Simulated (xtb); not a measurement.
CH₄S₂Zn, SMILES C[S][Zn][SH]. All values are semi-empirical tight-binding results from xtb (GFN2-xTB unless named), good for trends rather than for accurate numbers. The structure is a stationary point at GFN2-xTB. Other conformers were not sampled.

Optimised geometry:

Bonds (Å): Zn1–S2 2.287, Zn1–S4 2.273, S2–H3 1.318, S4–C5 1.825, C5–H6 1.086, C5–H7 1.085, C5–H8 1.089. Angles (°): S2–Zn1–S4 131.5, Zn1–S2–H3 99.2, Zn1–S4–C5 93.5, S4–C5–H6 109.6, S4–C5–H7 106.0, S4–C5–H8 111.0, H6–C5–H7 109.8, H6–C5–H8 110.8, H7–C5–H8 109.5.

For metal compounds this method's bond lengths and energies can be far off.

**Question.** Estimate the properties. (Estimate from the structure and the level; the computed values follow.)

**Answer.** 
- orbital gap: 2.08 eV
- zero-point energy: 28.5 kcal/mol
- G − E(el) at 298.15 K (modified RRHO): 6.9 kcal/mol

Computed atomic charges and the Wiberg bond orders between heavy atoms:
charges (e) Zn1 0.31, S2 -0.38, H3 0.18, S4 -0.27, C5 -0.04, H6 0.06, H7 0.07, H8 0.06. Bond orders Zn1–S2 0.79, Zn1–S4 0.79, S2–S4 0.34, S4–C5 1.00.
